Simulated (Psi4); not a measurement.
Cl₂CrO₂, singlet, at a GFN2-xTB geometry (such geometries of metal compounds can be far from the true shape). Base run: Psi4 1.11 with PBE0/STO-3G.

Geometry (Å):
```xyz
5

Cr     0.3616    -0.0631     0.1166
O      1.4405    -0.5923    -0.8641
O      0.7905     0.2033     1.5831
Cl    -0.3862     1.6683    -0.6450
Cl    -1.1742    -1.3962     0.1420
```
All else is at Psi4's defaults (density fitting).
Base energy -2091.92753 Eh.

The base run was repeated with changes; each row names its change, and settings that it needs were set with it.

```json
[
 {"change": "base", "ΔE vs base (mEh)": "0.000", "SCF cycles": "11", "grid points": "103149", "basis functions": "46", "outcome": "converged"},
 {"change": "dft_pruning_scheme = robust", "ΔE vs base (mEh)": "0.019", "SCF cycles": "11", "grid points": "69263", "basis functions": "46", "outcome": "converged"},
 {"change": "damping_percentage = 50", "ΔE vs base (mEh)": "-", "SCF cycles": "-", "grid points": "-", "basis functions": "46", "outcome": "stopped with an error"},
 {"change": "scf_type = out_of_core", "ΔE vs base (mEh)": "3.023", "SCF cycles": "11", "grid points": "103149", "basis functions": "46", "outcome": "converged"},
 {"change": "cholesky_tolerance = 1e-3 (with scf_type cd)", "ΔE vs base (mEh)": "3.248", "SCF cycles": "11", "grid points": "103149", "basis functions": "46", "outcome": "converged"},
 {"change": "guess = sadno", "ΔE vs base (mEh)": "0.000", "SCF cycles": "12", "grid points": "103149", "basis functions": "46", "outcome": "converged"},
 {"change": "e_convergence = 1e-8", "ΔE vs base (mEh)": "0.000", "SCF cycles": "12", "grid points": "103149", "basis functions": "46", "outcome": "converged"},
 {"change": "d_convergence = 1e-8", "ΔE vs base (mEh)": "0.000", "SCF cycles": "13", "grid points": "103149", "basis functions": "46", "outcome": "converged"},
 {"change": "guess = sap", "ΔE vs base (mEh)": "0.000", "SCF cycles": "11", "grid points": "103149", "basis functions": "46", "outcome": "converged"},
 {"change": "e_convergence = 1e-4", "ΔE vs base (mEh)": "0.000", "SCF cycles": "11", "grid points": "103149", "basis functions": "46", "outcome": "converged"},
 {"change": "basis_guess = true", "ΔE vs base (mEh)": "0.000", "SCF cycles": "10", "grid points": "103149", "basis functions": "46", "outcome": "converged"},
 {"change": "basis_guess = sto-3g", "ΔE vs base (mEh)": "0.000", "SCF cycles": "1", "grid points": "103149", "basis functions": "46", "outcome": "converged"},
 {"change": "df_basis_scf = cc-pvqz-jkfit", "ΔE vs base (mEh)": "-", "SCF cycles": "-", "grid points": "-", "basis functions": "46", "outcome": "input refused"}
]
```

- damping_percentage = 50: ended with `Exception: ADIIS minimization failed. File a bug, and include your entire input and output files.`
- df_basis_scf = cc-pvqz-jkfit: ended with `psi4.driver.qcdb.exceptions.BasisSetNotFound: BasisSet::construct: Unable to find a basis set for atom 1 for key JKFIT among:`
